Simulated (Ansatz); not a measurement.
A nudged elastic band was laid between two geometries of ClH + F4Ge (7 atoms, charge 0, multiplicity 1).

Method: RKS PBE0/def2-SVP (Ansatz).

```
movable images  : 7
climbing image  : yes
spring          : 5.0 eV/Å²
optimiser       : quadratic models (default)
start path      : through a guess of the saddle point
force threshold : 0.05 eV/Å
iteration limit : 45
end points      : relaxed
```

Initial state:

```xyz
7
Properties=species:S:1:pos:R:3
Ge 0.227 0.000 -0.111
F 0.219 0.001 1.596
F 1.857 0.000 -0.596
F -0.503 1.406 -0.718
F -0.502 -1.407 -0.717
Cl -2.867 0.004 1.319
H -2.020 -0.004 2.289
```

Final state:

```xyz
7
Properties=species:S:1:pos:R:3
Ge -0.427 -0.247 -0.283
F -0.211 0.932 2.072
F 1.062 -0.764 0.361
F -0.464 1.426 -0.597
F -0.510 -0.978 -1.826
Cl -2.108 -0.952 0.800
H -0.932 0.582 2.535
```

(1) What changes between the two ends?

(2) What energy profile does the band end with?

(3) What is the geometry of the highest image?

(4) What are the harmonic wavenumbers there?

Results:

(1) Bonds broken: Ge1–F2, Cl6–H7. Bonds formed: Ge1–Cl6, F2–H7. ClH + F4Ge becomes ClF3Ge + FH.

(2) The forces met the threshold. The highest image is number 4 of 0 to 8, 0.76 eV above the first end and 0.91 eV above the last; the last end lies 0.14 eV below the first. A vibrational analysis at the climbing image gives one clearly imaginary mode, 532i cm⁻¹: a first-order saddle point. The orbitals stay closed-shell, which can raise the energy where a bond breaks towards radicals; this wasn't checked here.

```
image  path coordinate (Å)  energy (eV)  Ge1–F2 (Å)  Cl6–H7 (Å)  Ge1–Cl6 (Å)
    0                 0.00         0.00        1.71        1.29         3.41
    1                 0.36         0.03        1.71        1.29         3.18
    2                 0.73         0.17        1.73        1.30         2.90
    3                 1.09         0.47        1.78        1.35         2.62
    4                 1.46         0.76        1.91        1.55         2.42
    5                 2.04         0.44        2.20        1.96         2.22
    6                 2.61         0.17        2.45        2.18         2.16
    7                 3.19        -0.05        2.62        2.34         2.13
    8                 3.76        -0.14        2.64        2.60         2.12
```

(3) 
```xyz
7
Properties=species:S:1:pos:R:3
Ge -0.241 -0.019 -0.029
F -0.008 0.115 1.861
F 1.463 -0.085 -0.173
F -0.604 1.492 -0.729
F -0.642 -1.441 -0.888
Cl -2.399 -0.113 1.055
H -1.159 0.051 1.964
```

(4) 532i, 31, 152, 195, 247, 272, 293, 367, 497, 722, 752, 799, 847, 901, 1545 cm⁻¹.

The run took 5.1 min on 2 threads of Intel(R) Xeon(R) Platinum 8175M CPU @ 2.50GHz (Skylake/Cascade Lake), with other jobs on the host, peak memory 0.31 GiB.
